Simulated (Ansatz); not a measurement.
Ansatz results at the PBE0-D4/def2-TZVP geometry: ideal-gas entropy at 298 K and 1 bar (rigid rotor, harmonic PBE0-D4/def2-TZVP) 356 J/(mol·K); zero-point energy (PBE0-D4/def2-TZVP) 102.0 kJ/mol; size of the dipole moment (ωB97M-V/def2-TZVPP) 4.11 D.

Problem. Which molecule gave them?
A. `C#[C][SnH2]`•
B. `C#CC[O]`•
C. `[CH3][Sn]([F])[F]`•
D. `[O][In]([Cl])[Cl]`•

Solution. C. The others give `C#[C][SnH2]`•: 305, 80.0, 0.47; `[O][In]([Cl])[Cl]`•: 346, 10.0, 0.30; `C#CC[O]`•: 285, 122.5, 1.92.
